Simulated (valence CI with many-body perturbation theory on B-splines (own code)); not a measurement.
**Missing levels of Ce37+**

Level of theory: configuration interaction combined with many-body perturbation theory (CI+MBPT): three valence electrons over a frozen Dirac-Fock core [Ar], radial functions for each j: 7 s, 7 p, 8 d, 6 f, 4 g, 1 h, with the one-electron correlation potential Σ1 (screened to all orders), the two-electron term Σ2, the three-electron term Σ3, Breit, model QED; selected single and double excitations, second order for the rest, scaled by the run's own slope (own B-spline code, finite nucleus).

The last digits are not significant, and no measured levels were compared; by estimate large intervals hold to a few tenths of a per cent, small ones and those within an open d or f shell to about a per cent. Only levels of the ground parity were solved; by the run's estimate the other parity begins above the list, which can be wrong where configurations are misplaced.

```
                    Level  E (cm⁻¹)
          (3d3/2^3) J=3/2         0
(3d3/2^2 3d5/2) J=5/2 [a]    137510
    (3d3/2^2 3d5/2) J=3/2    181920
    (3d3/2^2 3d5/2) J=7/2         ?
    (3d3/2^2 3d5/2) J=9/2    200390
    (3d3/2^2 3d5/2) J=1/2    209250
(3d3/2^2 3d5/2) J=5/2 [b]    314730
(3d3/2 3d5/2^2) J=7/2 [a]         ?
    (3d3/2 3d5/2^2) J=9/2         ?
(3d3/2 3d5/2^2) J=3/2 [a]         ?
    (3d3/2 3d5/2^2) J=1/2    399830
   (3d3/2 3d5/2^2) J=11/2         ?
(3d3/2 3d5/2^2) J=5/2 [a]    429800
(3d3/2 3d5/2^2) J=5/2 [b]    453610
(3d3/2 3d5/2^2) J=7/2 [b]    471020
          (3d5/2^3) J=9/2         ?
(3d3/2 3d5/2^2) J=3/2 [b]    546550
          (3d5/2^3) J=3/2    650400
          (3d5/2^3) J=5/2    694560
```

Levels are named by their leading jj configuration (3d3/2^4 stands for four electrons in 3d with j = 3/2), which in mixed levels can hold well under half, so a name can repeat and another be missing. Letters in brackets count levels of one name in rising energy.

**Question.** The levels stand in rising order. What does the calculation give for the missing energies?

**Answer.** (3d3/2^2 3d5/2) J=7/2 189750; (3d3/2 3d5/2^2) J=7/2 [a] 333720; (3d3/2 3d5/2^2) J=9/2 353290; (3d3/2 3d5/2^2) J=3/2 [a] 384100; (3d3/2 3d5/2^2) J=11/2 413210; (3d5/2^3) J=9/2 542800.
